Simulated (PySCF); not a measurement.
## Polarisability and C₆ of Sb (antimony, neutral)

[Kr] 4d10 5s2 5p3, high-spin 4S determinant. Computed with PySCF 2.14 in aug-cc-pwCVTZ-DK3, with the spin-free X2C one-electron Hamiltonian (Gaussian nucleus). Coupled (time-dependent) response in atomic units; α is the mean over directions.

```
method  mean α (bohr³)  C₆ (like pair)  S(−4)
   UHF           44.27           491.8  500.3
   PBE           47.64           528.5  665.0
  PBE0           45.55           502.9  573.3
```

S(−4) is the Cauchy moment in α(ω) = α(0) + S(−4) ω² + …

Reference α: 43 ± 2 bohr³ (recommended; Schwerdtfeger and Nagle, table of static dipole polarizabilities (2023 update)). Published C₆: 492.0 (Chu and Dalgarno (2004); Tang, Norbeck and Certain (1976)).

α(iu) at PBE:

| u (hartree) | α(iu) (bohr³) |
| --- | --- |
| 0 | 47.64 |
| 0.0500 | 46.05 |
| 0.100 | 42.04 |
| 0.200 | 32.03 |
| 0.300 | 23.78 |
| 0.500 | 13.98 |
| 0.750 | 8.408 |
| 1.00 | 5.747 |
| 1.50 | 3.358 |
| 2.00 | 2.296 |
| 3.00 | 1.321 |
| 5.00 | 0.6165 |

A single London oscillator, α(iu) = α/(1 + u²/ω²), gives C₆ = (3/4) ω α². Matching the computed C₆ needs ω = 4 × 528.5 / (3 × 47.64²) = 0.310 hartree.
